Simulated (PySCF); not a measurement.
PySCF job for HO4S, SMILES O=S(O)([O])=O (connectivity only; charge and spin as stated), charge -1, multiplicity 1, PBE0-D3(BJ)/def2-SVPD. Geometry: PBE0-D3(BJ)/def2-SVPD. The multiplicity is an assumed one; other spin states were not compared. The isomer is the one that the SMILES or the coordinates give; other isomers of the formula were not compared. The values are those of a single conformer.

```python
import numpy as np
from pyscf import gto, scf, dft, df
from pyscf.hessian import thermo

mol = gto.M(
    atom='''
    O    -0.81593247    0.36261381   -1.24012965
    S    -0.14085103   -0.05622738    0.00000001
    O     0.36440615   -1.45290106    0.00000024
    O    -0.81593249    0.36261420    1.24012952
    O     1.30290326    0.82403185   -0.00000012
    H     1.97006093    0.12876762   -0.00000000
    ''',
    basis='def2-SVPD',
    charge=-1,
    spin=0,
    max_memory=1600,
    verbose=3,
)
mf = dft.RKS(mol, xc='pbe0').density_fit(auxbasis='def2-universal-jkfit')
mf.disp = 'd3bj'
mf.grids.level = 3
mf.conv_tol = 1e-11
mf.max_cycle = 100
mf.kernel()

# [left out here: the lines that compute and print the analytic Hessian (its translational invariance restored by hand, since the grid's response is missing), thermochemistry and intensities]
```

It prints:

```
converged SCF energy = -698.950273223395

WARN: DFTD3 does not support analytical Hessian, using finite difference


WARN: Mole.unit (angstrom) is changed to Bohr

Mode                                 0                   1                   2
Irrep
Freq [cm^-1]                       65.3745            369.1100            371.8093
Reduced mass [au]                   1.1702              6.5043              8.0798
Force const [Dyne/A]                0.0029              0.5221              0.6581
Char temp [K]                      94.0594            531.0671            534.9509
Normal mode                   x     y     z       x     y     z       x     y     z
       0   O                -0.00 -0.03 -0.01   -0.08 -0.10 -0.01    0.09 -0.01 -0.04
       1   S                -0.00 -0.00  0.01   -0.00  0.00 -0.02    0.01 -0.02 -0.00
       2   O                -0.00 -0.00 -0.02    0.00  0.00 -0.10   -0.12 -0.06 -0.00
       3   O                 0.00  0.03 -0.01    0.08  0.10 -0.01    0.09 -0.01  0.04
       4   O                -0.00  0.00  0.08    0.00 -0.00  0.13   -0.07  0.12  0.00
       5   H                 0.00  0.00 -0.92   -0.00 -0.00  0.31    0.06  0.25  0.00
Mode                                 3                   4                   5
Irrep
Freq [cm^-1]                      525.1345            539.8604            541.6346
Reduced mass [au]                  11.1300             17.7827             11.9772
Force const [Dyne/A]                1.8084              3.0536              2.0702
Char temp [K]                     755.5517            776.7390            779.2916
Normal mode                   x     y     z       x     y     z       x     y     z
       0   O                -0.03  0.09  0.10   -0.09  0.06 -0.03   -0.07 -0.05  0.05
       1   S                 0.03 -0.07  0.00    0.00  0.00 -0.08    0.05  0.02  0.00
       2   O                 0.03 -0.08 -0.00   -0.00 -0.00  0.14   -0.10 -0.02 -0.00
       3   O                -0.03  0.09 -0.10    0.09 -0.06 -0.03   -0.07 -0.05 -0.05
       4   O                -0.04  0.03 -0.00    0.00  0.00  0.08    0.13  0.09 -0.00
       5   H                 0.09  0.16  0.00    0.00  0.00 -0.01    0.14  0.08  0.00
Mode                                 6                   7                   8
Irrep
Freq [cm^-1]                      720.8895           1022.9036           1102.8085
Reduced mass [au]                  18.4243             12.4973              1.5301
Force const [Dyne/A]                5.6413              7.7043              1.0964
Char temp [K]                    1037.1995           1471.7305           1586.6959
Normal mode                   x     y     z       x     y     z       x     y     z
       0   O                 0.01  0.03 -0.04   -0.06  0.03 -0.10   -0.04  0.01 -0.07
       1   S                -0.10 -0.06 -0.00    0.04  0.04  0.00    0.03 -0.03  0.00
       2   O                 0.05 -0.01  0.00    0.04 -0.16 -0.00   -0.01  0.06 -0.00
       3   O                 0.01  0.03  0.04   -0.06  0.03  0.10   -0.04  0.01  0.07
       4   O                 0.14  0.08  0.00   -0.00  0.02  0.00   -0.01 -0.07 -0.00
       5   H                 0.08  0.02  0.00   -0.11 -0.10 -0.00    0.59  0.53 -0.00
Mode                                 9                  10                  11
Irrep
Freq [cm^-1]                     1251.8307           1262.3052           3882.6582
Reduced mass [au]                  20.4704              4.1839              1.0658
Force const [Dyne/A]               18.9002              3.9279              9.4661
Char temp [K]                    1801.1056           1816.1762           5586.2807
Normal mode                   x     y     z       x     y     z       x     y     z
       0   O                 0.06 -0.04  0.11   -0.03  0.03 -0.05   -0.00 -0.00 -0.00
       1   S                 0.00  0.00 -0.12    0.07 -0.09  0.00    0.00  0.00 -0.00
       2   O                -0.00 -0.00  0.01   -0.05  0.11  0.00   -0.00 -0.00  0.00
       3   O                -0.06  0.04  0.11   -0.03  0.03  0.05   -0.00 -0.00  0.00
       4   O                -0.00 -0.00  0.01   -0.00  0.04 -0.00    0.04 -0.04  0.00
       5   H                -0.00 -0.00 -0.02   -0.34 -0.30  0.00   -0.68  0.68 -0.00
temperature 298.1500 [K]
pressure 101325.00 [Pa]
Rotational constants [GHz] 5.14844 4.85677 4.84471
Symmetry number 1
Zero-point energy (ZPE) 0.02656 [Eh]   69720.272 [J/mol]
                           tot       elec      trans        rot        vib
Entropy [J/mol/K]       308.278      0.000    165.808    106.220     36.249
Cv [J/mol/K]             68.088      0.000     12.472     12.472     43.145
Cp [J/mol/K]             76.403      0.000     20.786     12.472     43.145
Internal energy [J/mol]                      3718.434   3718.434  75676.457
Internal energy [Eh]   -698.91862  -698.95027
Enthalpy [J/mol]                             6197.391   3718.434  75676.457
Enthalpy [Eh]          -698.91767
Gibbs free energy [J/mol]                  -43238.391 -27951.099  64868.669
Gibbs free energy [Eh] -698.95268
mode   freq/cm-1   IR/(km/mol)
   1       65.37        67.863
   2      369.11         4.334
   3      371.81         3.658
   4      525.13        31.835
   5      539.86        34.835
   6      541.63         8.316
   7      720.89       267.359
   8     1022.90        65.288
   9     1102.81       172.974
  10     1251.83       378.736
  11     1262.31       328.220
  12     3882.66        56.404
max |gradient| / (hartree/bohr): 4.303248465227768e-05
APT charges: [-0.9211  2.4007 -0.9506 -0.9211 -0.8602  0.2523]
```

The calculation finished and met its thresholds.
